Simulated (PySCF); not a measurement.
F₃Ge, SMILES [F][Ge]([F])[F] (connectivity only; charge and spin as stated), charge +1, multiplicity 1. Coordinates come from a PBE0-D3(BJ)/def2-SVP optimisation. The multiplicity is an assumed one; other spin states were not compared. The isomer is the one that the SMILES or the coordinates give; other isomers of the formula were not compared.

PySCF with TDDFT-M06-2X/def2-SVPD puts the lowest singlet excitations at 7.57, 7.79, 7.79, 8.14, 8.14, 9.06 eV.

Problem. What are the lowest excitation roots from ADC(2)/aug-cc-pVDZ run with PySCF? (An estimate is asked for; the answer gives what the named calculation found.)

Solution. 7.44, 7.74, 7.74, 8.01, 8.01, 8.92 eV. S1 differs by -0.13 eV (second minus first; roots are paired by order, and the bases may differ).
